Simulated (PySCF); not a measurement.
Species: C4H6Se.
Atom-mapped SMILES: `[CH:1]1=[CH:2][Se:3][CH2:4][CH2:5]1` (hydrogens: H6 on C1; H7 on C2; H8, H9 on C4; H10, H11 on C5)

Cartesian coordinates in Å at the PBE0-D3(BJ)/def2-SVP level; atoms count from 1:
```xyz
11
C4H6Se angstrom
C      0.8856   -0.7367    0.1757
C      1.5412    0.3637   -0.2079
Se     0.4235    1.7924   -0.7622
C     -1.0537    0.7639    0.0350
C     -0.6117   -0.6980    0.0391
H      1.4055   -1.6435    0.4968
H      2.6259    0.4813   -0.2435
H     -1.9729    0.9406   -0.5385
H     -1.1917    1.1425    1.0586
H     -1.1223   -1.2537    0.8425
H     -0.8954   -1.1898   -0.9117
```

Computed with PySCF at PBE0/def2-SVPD, non-relativistic, on one gas-phase PBE0-D3(BJ)/def2-SVP geometry that isn't relaxed in the solvent. The solvent is an IEF-PCM continuum (van der Waals radii × 1.2), and excitations are vertical TDDFT with non-equilibrium linear response and a frozen core. Only the electrostatic response of the medium enters. Spin–orbit coupling is left out although an atom past zinc is present.

```tsv
run	E − E(gas) (kcal/mol)	HOMO (eV)	HOMO–LUMO gap (eV)	dipole (D)	lowest singlet (eV)	static polarisability (au)
gas	0.00	-5.77	5.63	1.62	4.16	72.8
P	-3.31	-5.86	5.75	2.41	4.25	105.4
Q	-1.44	-5.79	5.68	1.95	4.19	85.4
```

**Question.** The runs were made in benzene and dimethylsulfoxide. Which run belongs to which solvent?

**Answer.** P = dimethylsulfoxide, Q = benzene. The dielectric constants are 2.271 (benzene), 46.83 (dimethylsulfoxide), and the energy falls further as ε rises. The optical constants n² used for the excitations are 2.25, 2.19 in the same order. In this model the ground state sees the solvent through ε alone.

**Question.** How constant is the ratio of the lowering to (ε − 1)/(2ε + 1)?

**Answer.** 
```json
{"solvent": "benzene", "(ε − 1)/(2ε + 1)": "0.229", "E − E(gas) (kcal/mol)": "-1.44", "ratio (kcal/mol)": "-6.3", "polarisation term (kcal/mol)": "-1.54"}
{"solvent": "dimethylsulfoxide", "(ε − 1)/(2ε + 1)": "0.484", "E − E(gas) (kcal/mol)": "-3.31", "ratio (kcal/mol)": "-6.8", "polarisation term (kcal/mol)": "-3.91"}
```

The ratio changes by +9.2 % in size from benzene to dimethylsulfoxide. The polarisation term is half the interaction of the solute with the induced surface charges.
